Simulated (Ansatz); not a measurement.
Species: sum formula YOF, net charge 0, singlet state. 
Geometry from a B3LYP-D3(BJ)/def2-TZVP (Ansatz, a program for electronic structure) optimisation:
```xyz
3

Y      0.1361    -0.1179     0.2673
O      1.2660    -0.1525    -1.1654
F     -1.7151     0.6464    -0.1222
```

Total electronic energies in hartree. Valence correlation only, unless marked. Spin-orbit coupling is left out. Frozen are the shells of the preceding noble gas and the d and f shells that filled before the atom's block. In def2 rows, elements after Kr have scalar-relativistic effective core potentials. STO-3G rows are all-electron and non-relativistic. CBS marks a two-point X^-3 extrapolation of the correlation energy; Hartree-Fock from the larger set. [CCSD(T)-MP2]/basis is that difference in the basis named.

```csv
level,program,energy (Eh)
HF/def2-TZVPPD,Ansatz,-212.34466
HF/def2-QZVPPD,Ansatz,-212.35563
RI-HF/def2-TZVPP,Ansatz,-212.34301
revPBE/def2-TZVPD,Ansatz,-213.54971
B3LYP-D4/def2-TZVPD,Ansatz + dftd4,-213.58355
PBE0-D4/def2-TZVP,Ansatz + dftd4,-213.37655
PBE0-D4/def2-TZVPD,Ansatz + dftd4,-213.37892
CAM-B3LYP/def2-TZVPD,Ansatz,-213.48440
B2GP-PLYP-D3(BJ)/def2-TZVPD,Ansatz + dftd3,-213.27754
B2PLYP-D3(BJ)/def2-TZVPD,Ansatz + dftd3,-213.33960
PBE-QIDH/def2-TZVPD,Ansatz,-213.23472
RPA@PBE/def2-QZVPP,Ansatz,-213.24093
RI-MP2/def2-QZVPP,Ansatz,-212.98957
RI-MP2/def2-QZVPPD,Ansatz,-212.99073
SCS-MP2/def2-SVP,Ansatz,-212.54976
SCS-MP2/def2-TZVPPD,Ansatz,-212.91378
CCSD/STO-3G,Ansatz,-3469.54254
CCSD/def2-TZVPPD,Ansatz,-212.91234
CCSD(T)/def2-QZVPP,Ansatz,-212.99070
"RI-MP2/CBS(def2-TZVPPD,def2-QZVPPD)+[CCSD(T)-MP2]/def2-SVPD",Ansatz,-213.0232
"RI-MP2/CBS(def2-TZVPP,def2-QZVPP)+[CCSD(T)-MP2]/def2-QZVPP",Ansatz,-213.0252
"CCSD(T)/CBS(def2-TZVPP,def2-QZVPP)",Ansatz,-213.0245
"CCSD(T)/CBS(def2-TZVPPD,def2-QZVPPD)",Ansatz,-213.0233
```

Totals of different functionals don't rank their quality; only differences between species are comparable.
